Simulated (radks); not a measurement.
Task: Valence configurations of Xe IV (all share [Kr]). Calculated with a radial shooting solver on a logarithmic mesh with Libxc functionals: scalar-relativistic Kohn-Sham, r2SCAN, spin-polarised, spherical densities, finite nucleus; open shells are filled with parallel spins first (spin-orbit coupling, left out, can overturn this in heavy ions); meta-GGA in the generalised Kohn-Sham scheme; Fermi nuclear charge, rms radius 4.7859 fm. Order these by energy: 4d7 5s2 5p6; 4d8.5 5s2 5p4.5; 4d10 5s1.5 5p3.5; 4d8 5s2 5p5; 4d10 5p5; 4d8 5s1 5p6; 4d10 5s1 5p4; 4d10 5s2 5p3; 4d9 5s2 5p4; 4d9 5s1 5p5.

Result: From the lowest, in eV above it: 4d10 5s2 5p3 0.000; 4d10 5s1.5 5p3.5 6.846; 4d10 5s1 5p4 13.581; 4d10 5p5 30.053; 4d9 5s2 5p4 60.959; 4d9 5s1 5p5 75.097; 4d8.5 5s2 5p4.5 92.850; 4d8 5s2 5p5 125.72; 4d8 5s1 5p6 140.47; 4d7 5s2 5p6 194.49. NIST lists [Kr] 4d10 5s2 5p3 as the ground configuration; this level of theory agrees among the configurations tried. The energies are those of spherical high-spin densities, not of single terms.
